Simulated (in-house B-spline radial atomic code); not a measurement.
RPA and G0W0 on CAM-B3LYP: Cl-

Configuration [Ne] 3s2 3p6, mean-field start CAM-B3LYP. Computed with a B-spline radial code for spherical atoms: all electrons, non-relativistic, point nucleus, each spin shell either full or empty, empty states to l = 9 with an (l + 1/2)⁻⁴ tail; G0W0 by contour deformation at full frequency.

Command:
```bash
python run_gw.py task.json out
```
Settings (radii: box in bohr, nucleus in fm):
```
Z                        17
electrons                18
configuration            [Ne] 3s2 3p6
hamiltonian              nr
method                   camb3lyp
lmax                     9
spin_polarised           False
box_radius               60
intervals                54
```

Time taken, with all properties: 2 s on 1 thread of Arm Neoverse N1 (shared host).

Energies (hartree):

```tsv
term	value
mean-field total	-460.31613
Hartree-Fock functional on these orbitals	-459.56619
direct second order	-1.1817
second-order exchange	0.40233
SOSEX correction	0.36164
```

(1) What is the RPA correlation energy, and what remains with SOSEX?

Quasi-particle levels (eV):

```json
{"level": "3p", "occupied": "yes", "mean field": "-2.394", "Σx - vxc": "-1.73", "Σc": "?", "QP weight": "?", "G0W0": "?"}
```

G0W0 = mean field + (Σx - vxc) + Σc, with Σc (partial-wave tail included) taken at the quasi-particle energy. Only the outer levels were computed. Levels of low weight are left out.

(2) Where does G0W0 put 3p?

## Answers

(1) RPA gives -1.0151 hartree (-1.53 eV per electron); RPA + SOSEX gives -0.65342, and the second-order doubles -0.77937 hartree (no singles). RPA lacks exchange-type terms and so overcorrelates at short range.

(2) At -3.801 eV, with Σc = 0.33 eV and a quasi-particle weight of 0.849. The tabulated removal energy is 3.613 eV (electron affinity of the neutral atom); the calculation leaves out relativity, Breit and QED terms, and what these don't explain is the method's own error.
